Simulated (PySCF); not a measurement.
C2H6AlBrO, SMILES [Al]([O]C)([Br])[CH3].

Geometry: B3LYP-D3(BJ)/def2-SVP. Other conformers were not sampled.

These are PySCF with TDA-PBE/def2-SVPD values and carry that method's errors.

Vertical excitations. Gas-phase values at a fixed geometry. State labels are in the subgroup Cs.

Computed excitation energies, oscillator strengths and character:
| state | symmetry | energy (eV) | λ (nm) | f | main pairs |
|---|---|---|---|---|---|
| S1 | A" | 5.51 | 225 | 0.000 | HOMO→LUMO 99 % |
| S2 | A' | 5.57 | 222 | 0.011 | HOMO−1→LUMO 91 % |
| S3 | A" | 5.69 | 218 | 0.000 | HOMO−1→LUMO+1 100 % |
| S4 | A' | 5.92 | 209 | 0.049 | HOMO−2→LUMO 95 % |
| S5 | A" | 5.98 | 207 | 0.000 | HOMO−2→LUMO+1 96 % |
| S6 | A' | 6.12 | 202 | 0.125 | HOMO→LUMO+1 84 % |
| S7 | A" | 6.17 | 201 | 0.057 | HOMO−3→LUMO 95 % |
| S8 | A' | 6.49 | 191 | 0.000 | HOMO−3→LUMO+1 71 %, HOMO−4→LUMO 25 % |
| S9 | A" | 6.68 | 186 | 0.009 | HOMO−4→LUMO+1 97 % |
| S10 | A' | 6.80 | 182 | 0.187 | HOMO−4→LUMO 65 %, HOMO−3→LUMO+1 21 % |
| T1 | A' | 5.31 | 233 | 0 | HOMO→LUMO+1 86 % |
| T2 | A" | 5.32 | 233 | 0 | HOMO→LUMO 95 % |
| T3 | A' | 5.42 | 229 | 0 | HOMO−1→LUMO 89 % |
| T4 | A" | 5.56 | 223 | 0 | HOMO−1→LUMO+1 96 % |
Triplets are in the Tamm–Dancoff approximation.
